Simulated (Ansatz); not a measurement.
Cl2H6N2OSi2, SMILES `N[SiH2]O[Si](N)(Cl)Cl`, relaxed with RKS PBE0-D4/def2-TZVP in the Gaussian-basis code of Ansatz from a GFN2-xTB geometry. The force threshold is 0.005 eV/Å; the program also tests the step.

The species carries charge 0 and has multiplicity 1.

Start:

```xyz
13

N     1.065    1.785   -0.520
Si    0.898    0.385   -1.495
O     0.190   -0.755   -0.555
Si   -0.423   -1.203    0.852
N    -1.870   -0.331    1.143
Cl    0.825   -0.740    2.357
Cl   -0.628   -3.204    0.728
H     1.233    1.678    0.469
H     1.526    2.606   -0.872
H     2.118   -0.288   -1.945
H    -0.065    0.669   -2.553
H    -2.503   -0.162    0.380
H    -2.367   -0.439    2.010
```

```csv
step,energy (eV),largest force (eV/Å),largest move (Å)
1,-45916.1889,1.312,0.000
2,-45916.2899,0.358,0.108
3,-45916.3017,0.112,0.056
4,-45916.3111,0.349,0.127
5,-45916.3377,0.195,0.200
6,-45916.3381,0.666,0.200
7,-45916.3679,0.594,0.200
8,-45916.3974,0.217,0.167
9,-45916.4143,0.199,0.134
10 (rejected),-45916.4005,0.972,0.120
11,-45916.4188,0.065,0.060
15,-45916.4211,0.019,0.014
19,-45916.4222,0.020,0.029
23,-45916.4236,0.038,0.043
27,-45916.4247,0.060,0.069
31,-45916.4259,0.068,0.013
35,-45916.4280,0.090,0.098
39 (rejected),-45916.4262,0.250,0.196
43,-45916.4347,0.099,0.149
47,-45916.4428,0.098,0.011
51,-45916.4509,0.068,0.039
55,-45916.4526,0.018,0.015
59,-45916.4529,0.009,0.013
63,-45916.4530,0.006,0.003
67,-45916.4531,0.002,0.003
```

End:

```xyz
13

N     2.055    1.171   -0.764
Si    0.633    0.640   -1.529
O    -0.564    0.113   -0.509
Si   -0.718   -0.518    0.960
N    -2.273   -1.141    1.130
Cl   -0.433    0.865    2.435
Cl    0.790   -1.903    1.202
H     2.713    0.514   -0.379
H     2.097    2.058   -0.290
H     0.978   -0.501   -2.407
H     0.042    1.776   -2.268
H    -2.688   -1.675    0.384
H    -2.631   -1.399    2.034
```

Hardware: 2 threads of an AMD EPYC 7R13 on a shared host and a share of an NVIDIA H100 80 GB. Wall time 2.3 min, peak host memory 0.99 GiB.
